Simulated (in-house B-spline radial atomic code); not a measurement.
The numbers below are computed, except where a source is named.
Weak and strong correlation along the adiabatic connection

Two-electron singlets in several external potentials (atomic units), by full CI in B-splines with partial waves to l = 8 (correlation energies up to 0.6 % small). The repulsion is scaled by λ at fixed density; W(λ) is the mean repulsion less the Hartree energy, W(0) = E_x, and the area under W from 0 to 1 is E_xc.

Relative drop (W(λ) − E_x)/E_x:

```
                             system  λ = 0.12  λ = 0.25  λ = 0.4  λ = 0.6  λ = 0.8   λ = 1
  −Z/r, Z = 6.26, wall at 1.13 bohr    0.0030    0.0062   0.0098   0.0146   0.0192  0.0238
 −Z/r, Z = 0.785, wall at 3.82 bohr    0.0203    0.0399   0.0601   0.0835   0.1037  0.1212
        −Z/r, Z = 1, wall at 8 bohr    0.0278    0.0542   0.0805   0.1102   0.1349  0.1557
  ω²r²/2 − Z/r, ω = 0.346, Z = -0.5    0.0334    0.0641   0.0939   0.1260   0.1518  0.1727
  −Z/r, Z = 2.15, wall at 5.06 bohr    0.0101    0.0204   0.0317   0.0458   0.0589  0.0711
     ω²r²/2 − Z/r, ω = 0.199, Z = 3    0.0067    0.0138   0.0217   0.0316   0.0411  0.0501
−Z exp(−kr)/r, Z = 1.53, k = 0.0634    0.0159    0.0317   0.0486   0.0688   0.0869  0.1032
```

Task: Order the systems by how far second-order (GL2) theory, half the initial slope (estimated from the first points of each curve), overshoots the correlation energy, least first.
A. ω²r²/2 − Z/r, ω = 0.346, Z = -0.5
B. ω²r²/2 − Z/r, ω = 0.199, Z = 3
C. −Z exp(−kr)/r, Z = 1.53, k = 0.0634
D. −Z/r, Z = 1, wall at 8 bohr
E. −Z/r, Z = 2.15, wall at 5.06 bohr
F. −Z/r, Z = 6.26, wall at 1.13 bohr
G. −Z/r, Z = 0.785, wall at 3.82 bohr

Result: F (GL2/E_c = 1.04), B (GL2/E_c = 1.09), E (GL2/E_c = 1.14), C (GL2/E_c = 1.21), G (GL2/E_c = 1.30), D (GL2/E_c = 1.37), A (GL2/E_c = 1.46).

Task: What else changes along this order?

Result: The ratio follows the bend of the curve. With it the leading natural occupation goes from 1.999 to 1.904 and −T_c/E_c from 0.96 to 0.68 between the first and the last.
